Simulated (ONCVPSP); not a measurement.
**An all-electron radial function and its pseudo partner (potassium)**

Columns: radius, all-electron u(r) and pseudo u(r) of the 3s shell (level -35.27 eV) of potassium in the configuration [Ne] 3s2 3p6 4s1; PBEsol, scalar-relativistic, ONCV scheme, ONCVPSP 4.0.1.

```
r (bohr)  all-electron  pseudo
   0.110       -0.0168  0.0883
   0.220       -0.4629  0.1845
   0.330       -0.4309  0.2935
   0.440       -0.1341  0.4152
   0.550        0.2206  0.5441
   0.660        0.5289  0.6702
   0.770        0.7556  0.7819
   0.880        0.8977  0.8685
   0.990        0.9673  0.9229
   1.100        0.9811  0.9425
   1.210        0.9553  0.9295
   1.320        0.9036  0.8895
   1.430        0.8366  0.8304
   1.540        0.7621  0.7600
   1.650        0.6854  0.6849
   1.760        0.6103  0.6102
   1.870        0.5390  0.5389
   1.980        0.4728  0.4728
   2.090        0.4125  0.4125
   2.200        0.3582  0.3582
   2.310        0.3099  0.3099
   2.420        0.2672  0.2672
   2.530        0.2297  0.2297
   2.640        0.1971  0.1971
   2.750        0.1687  0.1687
   2.860        0.1442  0.1442
```

Task: How many radial nodes do the two functions have?

Result: The all-electron 3s function has n − l − 1 = 2 (the table is too coarse to show those close to the nucleus); the pseudo-wave has 0, since the states of the same l below it are removed with the core.

Task: At about which radius was the pseudo-wave matched?

Result: 2.10 bohr. The columns agree to 0.0005 from 1.76 bohr on; several derivatives are matched, so the curves merge somewhat inside the radius.

Task: Is the pseudo-wave norm-conserving?

Result: Yes: the ONCV scheme keeps the norm inside the radius equal to the all-electron one, which fixes the energy derivative of the logarithmic derivative at the level.
